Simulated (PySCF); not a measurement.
Dipole moment and polarisability of `Br[SiH]1CCOCC1`

Species: C₄H₉BrOSi.
Structure used (PBE0-D3(BJ)/def2-SVP), in Å, numbered top down from 1:
```xyz
16
C4H9BrOSi angstrom
Br     0.8832   -0.4137    3.1446
Si     0.3572   -1.0867    1.0677
C     -1.3761   -0.4919    0.6633
C     -1.3397    1.0025    0.3262
O     -0.4244    1.3196   -0.6904
C      0.9271    1.2669   -0.3144
C      1.4485   -0.1637   -0.1475
H      0.5170   -2.5679    1.0353
H     -1.7322   -1.0583   -0.2151
H     -2.0787   -0.6875    1.4888
H     -2.3247    1.3367   -0.0344
H     -1.1121    1.5855    1.2425
H      1.0872    1.8354    0.6249
H      1.4856    1.7870   -1.1080
H      1.3951   -0.6882   -1.1178
H      2.5029   -0.1639    0.1709
```

Level: CAM-B3LYP/def2-SVPD (PySCF), static field, nuclei fixed, core orbitals frozen in the response. The polarisability tensor in these axes (au):

```
x    93.23  -0.78   3.02
y    -0.78  90.26  -3.58
z     3.02  -3.58 100.99
```

Diagonalise the tensor; give its mean and Δα, where Δα² is half the sum of the squared differences of the eigenvalues.

Principal values 89.17, 92.25 and 103.06 au; mean 94.83 au = 14.05 Å³ = 15.63 × 10⁻⁴⁰ C²·m²/J; Δα = 12.63 au (13 % of the mean).

What is the dipole moment, and where does it point?

(-0.22, -0.54, -0.93) D, 1.10 D in size, pointing from the negative to the positive side. Measured along this direction, the outermost atoms are Br1 at the negative end and H9 and H15 at the positive end.

Directions of the eigenvectors, and the extent of the frame along each?

Largest value along (0.30, -0.27, 0.91), where the nuclei span 4.37 Å; middle along (0.95, 0.13, -0.28), 4.80 Å; least along (-0.04, 0.95, 0.30), 4.09 Å. The strongest response doesn't lie along the longest of the three spans.

What depolarisation ratio follows for Rayleigh scattering of linearly polarised light, taking the static tensor?

ρ = 3Δα²/(45ᾱ² + 4Δα²) = 478.9/(404645 + 638.5) = 0.00118.

In TDDFT the mean static polarisability is Σ f/ω² over all singlet excitations (ω in hartree). How much of it do the 6 lowest give? Their energies (eV) and oscillator strengths: 6.95, 0.0186; 6.98, 0.0148; 7.30, 0.0116; 7.59, 0.0097; 7.75, 0.0343; 7.90, 0.0014.

They add up to 1.24 au, 1.3 % of the 94.83 au; the largest single term is 0.42 au, from the state at 7.75 eV. Terms in order: 0.28, 0.22, 0.16, 0.12, 0.42, 0.02 au. Higher excitations give the rest. The strengths listed sum to 0.090.

Refractivity n − 1 of an ideal gas of it at 500 K and 1 atm, from the electronic α?

N = p/kT = 1.4678 × 10¹⁹ cm⁻³, so n − 1 = 2π × N × 14.05 × 10⁻²⁴ cm³ = 1296 × 10⁻⁶ at long wavelengths.

Geometry: PBE0-D3(BJ)/def2-SVP, one conformer, isolated molecule. The calculation is non-relativistic, for bromine too.

The run behind these numbers computed excited states as well. Time: 2.1 min (with the writing of density and orbital grids); peak memory 1.2 GiB. Hardware: Arm Neoverse N1, one thread, shared host with 64 logical CPUs at a one-minute load of 25.
